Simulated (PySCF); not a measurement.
A structure optimised at B3LYP-D3(BJ)/def2-SVP, used in a PySCF frequency run:

```xyz
8

B      0.0000     0.0000     0.8710
As     1.7691    -0.0632    -0.0777
H      2.4574     1.0761     0.6647
H      1.4023     0.7461    -1.3156
As    -1.7691     0.0632    -0.0777
H     -2.4574    -1.0761     0.6647
H     -1.4023    -0.7461    -1.3156
H      0.0000     0.0000     2.0753
```

Task: Write its SMILES, formula and point group.

Result: [AsH2]B[AsH2], As2BH5, C2

Task: What are its rotational constants (standard atomic weights)?

Result: 23.301, 1.0331, 1.0045 GHz
